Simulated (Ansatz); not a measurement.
Energy difference R1 + R2 → P1 + P2, each structure at its B3LYP-D3(BJ)/def2-TZVP stationary point, reached from a drawn start (curvature not checked).
P1: H atom, charge 0, multiplicity 2.
R1: H2 (SMILES [H][H]), charge 0, multiplicity 1.
R2: O atom, charge 0, multiplicity 3.
P2, OH (SMILES [OH]) (charge 0, multiplicity 2):
```xyz
2

O      0.00000     0.00000     0.48836
H      0.00000     0.00000    -0.48836
```

P less R. No zero-point or thermal terms; singlets are restricted closed shells; open shells are unrestricted; no spin–orbit coupling.

Cores are frozen in the correlated methods.

Run with Ansatz (a program for electronic structure) with Gaussian orbitals. Each number belongs to the level named beside it.

Q: What is the computed reaction energy (SCS-MP2/aug-cc-pVDZ)?

A: 9 kJ/mol

Q: Predict the reaction energy from SCS-MP2/aug-cc-pVQZ.

A: 4 kJ/mol

Q: Give the reaction energy at the level PBE0/def2-TZVPPD.

A: -5 kJ/mol
